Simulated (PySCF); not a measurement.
```xyz
7
charge 0 multiplicity 1, angstrom
B     0.0000    0.0000    0.0000
O     1.3722    0.1348    0.0000
O    -0.8028    1.1209    0.0000
O    -0.5694   -1.2557    0.0000
H     1.8164   -0.7285    0.0000
H    -0.2773    1.9373    0.0000
H    -1.5391   -1.2088    0.0000
```

Computed with PySCF, PBE, basis B def2-TZVP, O def2-TZVP, H def2-TZVP (no relativity, density fitting).

This geometry of B(OH)₃ is a stationary point at this level.

**Question.** What is the point group?

**Answer.** C3h.

**Question.** Is it a minimum?

**Answer.** Yes: all harmonic wavenumbers are real.

**Question.** Give the atomic charges and bond orders.

**Answer.** 
```json
{"atom": "B1", "Mulliken": "0.28", "Löwdin": "-1.15", "polar tensor": "1.31", "Mayer order to B1": "–"}
{"atom": "O2,3,4", "Mulliken": "-0.42", "Löwdin": "0.17", "polar tensor": "-0.72", "Mayer order to B1": "1.32"}
{"atom": "H5,6,7", "Mulliken": "0.32", "Löwdin": "0.22", "polar tensor": "0.28", "Mayer order to B1": "0.03"}
```
Other Mayer orders above 0.3: O–H 0.87 (×3).

**Question.** What is the atomisation energy, with and without zero-point energy?

**Answer.** 3119 kJ/mol without, 2994 kJ/mol with.

Only a few start shapes were tried, so a lower isomer may exist.
